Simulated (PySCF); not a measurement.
Compound: C₇H₇FO.
Bonds: O1–C2 (double), C2–C3, C3–C4 (double), C4–C5, C5–C6, C6–F7, C6–C8 (double), C8–C9, C3–C9. Hydrogens: H10 on C2; H11 on C4; H12, H13 on C5; H14 on C8; H15, H16 on C9.

Structure optimised with GFN2-xTB, isolated species.

(1) Give the optimised bond lengths and angles.

Results:

(1) 
```csv
bond,length (Å),order
O1=C2,1.205,double
C2–C3,1.466,single
C3=C4,1.336,double
C4–C5,1.489,single
C5–C6,1.494,single
C6–F7,1.357,single
C6=C8,1.319,double
C8–C9,1.493,single
C3–C9,1.501,single
C2–H10,1.108,single
C4–H11,1.082,single
"C5–H12, C5–H13",1.097,single
C8–H14,1.079,single
"C9–H15, C9–H16",1.096,single
```

Bonds in one row agree within 0.01 Å and their mean is given. Orders are formal, as drawn. A selection of angles:
```csv
angle,degrees
O1–C2–C3,125.0
O1–C2–H10,121.1
C3–C2–H10,113.9
C2–C3–C4,120.3
C2–C3–C9,116.3
C4–C3–C9,123.4
C3–C4–C5,124.1
C3–C4–H11,119.9
C5–C4–H11,116.0
C4–C5–C6,111.2
C4–C5–H12,110.0
C6–C5–H12,109.7
H12–C5–H13,106.1
C5–C6–F7,113.3
C5–C6–C8,126.2
F7–C6–C8,120.5
C6–C8–C9,122.2
C6–C8–H14,120.3
C9–C8–H14,117.5
C8–C9–H15,110.0
C3–C9–C8,112.9
C3–C9–H15,108.9
H15–C9–H16,105.8
```

Dihedral angles: O1–C2–C3–C4 180° (antiperiplanar); C2–C3–C4–C5 180° (antiperiplanar); C3–C4–C5–C6 0° (synperiplanar); C4–C5–C6–F7 -179° (antiperiplanar); C5–C6–C8–C9 0° (synperiplanar); C6–C8–C9–C3 0° (synperiplanar); C2–C3–C9–C8 180° (antiperiplanar).

The 9 heavy atoms lie in one plane (0.005 Å rms). The 7 C–C bonds span 1.319 Å (C6=C8, drawn double) to 1.501 Å (C3–C9, drawn single), a spread of 0.182 Å. Of the pairs four or more bonds apart, H10···H11 is among the closest relative to their van der Waals radii: 2.32 Å, 97 % of the sum of Bondi's values. The 6-membered ring C3–C4–C5–C6–C8–C9 has internal angles of 111.2° to 126.2°; it is planar, 0.00 Å rms from its mean plane, widest ring torsion 0°.

Point group: Cs (tolerance 0.08 Å). Stationary, but not proved a minimum. One conformer, not necessarily the lowest.

These are computed values.
